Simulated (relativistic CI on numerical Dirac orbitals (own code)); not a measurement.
## Ho⁴⁺: 4f valence photoemission

Computed with this model: Dirac-Coulomb-Breit CI, orbitals from a KLI potential per configuration, QED by a radiative potential, multiplet model of photoemission in the sudden approximation, unscaled Slater integrals; configurations [Xe] 4f9 → [Xe] 4f8; 300 K; Lorentzian 0.1 eV and Gaussian 0.3 eV FWHM. Energies are those of the free ion, without screening or charge transfer. The energies are binding energies and can lie tens of eV above those of solids. S is read from ⟨S²⟩ = S(S + 1).

free ion: ground-state S = 2.45, centroid 64.63 eV. Peaks (eV, height): 60.3 (100), 63.6 (24), 64.5 (97), 65.4 (23), 66.2 (44), 66.9 (55), 67.3 (32), 68.6 (23), 71.2 (22).

Strongest unbroadened transitions for free ion:

```
Energy (eV)  Relative strength
      60.28              100.0
      60.65               33.0
      60.86                9.2
      63.57               23.4
      64.47               77.5
      64.61               22.1
      64.74               18.2
      64.89                4.5
      65.43               21.9
      66.16               26.9
      66.22               14.9
      66.91               52.7
      67.19                8.7
      67.39               23.5
      68.56               16.6
      68.70                6.9
      71.04                4.3
      71.18               19.0
```
